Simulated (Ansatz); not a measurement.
This geometry of AlBrCl2H2 (6 atoms, charge 0, multiplicity 1) is a first-order saddle point.

Computed with Ansatz, RKS revPBE/def2-SVP.

```xyz
6
Properties=species:S:1:pos:R:3
Al -0.061 -0.293 0.039
Cl -0.113 0.175 2.305
H 1.357 -0.031 -0.606
Cl -1.873 0.279 -0.911
Br -0.230 -2.678 0.858
H -0.205 -1.447 1.997
```

Which two structures does it join? (They come from a converged band through this point; their orientation in space is the band's.)

Bonds broken: Al1–Cl2, Br5–H6. Bonds formed: Al1–Br5, Cl2–H6.

Image 0:

```xyz
6
Properties=species:S:1:pos:R:3
Al -0.037 0.045 0.101
Cl -0.048 0.663 2.161
H 1.338 -0.072 -0.676
Cl -1.861 0.273 -0.973
Br -0.225 -2.723 0.866
H -0.291 -2.181 2.203
```

Image 6:

```xyz
6
Properties=species:S:1:pos:R:3
Al -0.067 -0.545 -0.186
Cl -0.110 0.117 2.416
H 1.347 0.052 -0.573
Cl -1.857 0.356 -0.902
Br -0.216 -2.785 0.416
H -0.222 -1.191 2.510
```

How far does it lie above each of them?

9.4 kJ/mol above the first and 9.6 kJ/mol above the second. This is the barrier of this one path; another mechanism may lie lower. The orbitals stay closed-shell, which can raise the energy where a bond breaks towards radicals; this wasn't checked here.

The run took 60 s on 2 threads of Arm Neoverse V2 (shared host), peak memory 0.14 GiB.
